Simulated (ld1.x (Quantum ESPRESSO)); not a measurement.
# An all-electron radial function and its pseudo partner (Si (Z = 14))

Columns: radius, all-electron u(r) and pseudo u(r) of the 3p shell (level -4.18 eV) of silicon in the configuration [Ne] 3s2 3p2; LDA (PZ), non-relativistic, TM scheme, ld1.x (Quantum ESPRESSO) 7.5.

| r (bohr) | all-electron | pseudo |
| --- | --- | --- |
| 0.100 | 0.1028 | -0.0037 |
| 0.200 | 0.2180 | -0.0147 |
| 0.300 | 0.2628 | -0.0328 |
| 0.400 | 0.2450 | -0.0576 |
| 0.500 | 0.1867 | -0.0886 |
| 0.600 | 0.1063 | -0.1251 |
| 0.700 | 0.0163 | -0.1662 |
| 0.800 | -0.0750 | -0.2111 |
| 0.900 | -0.1626 | -0.2585 |
| 1.000 | -0.2435 | -0.3073 |
| 1.100 | -0.3164 | -0.3560 |
| 1.200 | -0.3805 | -0.4033 |
| 1.300 | -0.4359 | -0.4478 |
| 1.400 | -0.4828 | -0.4882 |
| 1.500 | -0.5216 | -0.5237 |
| 1.600 | -0.5529 | -0.5536 |
| 1.700 | -0.5774 | -0.5775 |
| 1.800 | -0.5957 | -0.5957 |
| 1.900 | -0.6084 | -0.6084 |
| 2.000 | -0.6163 | -0.6163 |
| 2.100 | -0.6199 | -0.6199 |
| 2.200 | -0.6198 | -0.6198 |
| 2.300 | -0.6165 | -0.6165 |
| 2.400 | -0.6104 | -0.6104 |
| 2.500 | -0.6021 | -0.6021 |
| 2.600 | -0.5919 | -0.5919 |

Question: How many radial nodes do the two functions have?

Answer: The all-electron 3p function has n − l − 1 = 1; the pseudo-wave has 0, since the states of the same l below it are removed with the core.

Question: At about which radius was the pseudo-wave matched?

Answer: 2.00 bohr. The columns agree to 0.0005 from 1.70 bohr on; several derivatives are matched, so the curves merge somewhat inside the radius.

Question: Is the pseudo-wave norm-conserving?

Answer: Yes: the TM scheme keeps the norm inside the radius equal to the all-electron one, which fixes the energy derivative of the logarithmic derivative at the level.
